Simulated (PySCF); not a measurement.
**How methods differ on the excitation energy of Ar**

Ar [Ar] (1S) → Ar [Ne] 3s1 3p6 4s1 (3S), as a difference of total energies. Computed with PySCF 2.14 in aug-cc-pV(Q+d)Z with one added diffuse shell each of s, p, d, f, g type (8s7p6d4f3g, 114 functions), with no relativity, point nucleus. Correlated levels: valence: [Ne] frozen. The calculations carry no spin-orbit coupling.

```json
{"method": "UHF", "excitation energy (eV)": "29.193"}
{"method": "LDA", "excitation energy (eV)": "25.675"}
{"method": "PBE", "excitation energy (eV)": "25.779"}
{"method": "PBE0", "excitation energy (eV)": "26.893"}
{"method": "r2SCAN", "excitation energy (eV)": "26.964"}
{"method": "r2SCANh", "excitation energy (eV)": "27.225"}
{"method": "r2SCAN0", "excitation energy (eV)": "27.616"}
{"method": "CAM-B3LYP", "excitation energy (eV)": "26.882"}
{"method": "MP2 (valence)", "excitation energy (eV)": "26.833"}
{"method": "SCS-MP2 (valence)", "excitation energy (eV)": "26.411"}
```

How much does correlation contribute at MP2 (valence)?

26.833 − (29.193) = -2.360 eV, measured against UHF.

The upper state lies above the first ionisation limit, where it may autoionise and the basis confines it. A Rydberg-like electron needs more diffuse functions than a valence basis has.

The promoted electron is Rydberg-like, and one or two diffuse shells describe it only roughly, which tends to raise the upper state.
